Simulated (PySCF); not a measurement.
Si(Cl)2(Me)(OH) (CH4Cl2OSi), SMILES C[Si](O)(Cl)Cl. Geometry: PBE0-D3(BJ)/def2-SVP. One conformer was computed; it need not be the lowest.

All values below come from PBE0-D3(BJ)/def2-SVP (PySCF).

Harmonic wavenumbers (cm⁻¹): 137, 156, 168, 230, 233, 279, 312, 487, 581, 746, 773, 808, 849, 954, 1275, 1420, 1420, 3070, 3182, 3187, 3928. Rotational constants (GHz): 2.647, 1.899, 1.599; symmetry number 1.

Question: Work out the zero-point energy and the ideal-gas rigid-rotor harmonic-oscillator thermochemistry at 298.15 K and 1 atm.

Answer: ZPE = ½ Σ hcν = ½ × 24196 cm⁻¹ = 34.59 kcal/mol. H − E(el) = 39.84 kcal/mol. Entropy in cal/(mol K): translation 40.52, rotation 28.08, vibration 16.73, total 85.34. G − E(el) = 14.39 kcal/mol. Cp = 26.38 cal/(mol K). Modes under 150 cm⁻¹ make the vibrational entropy uncertain.
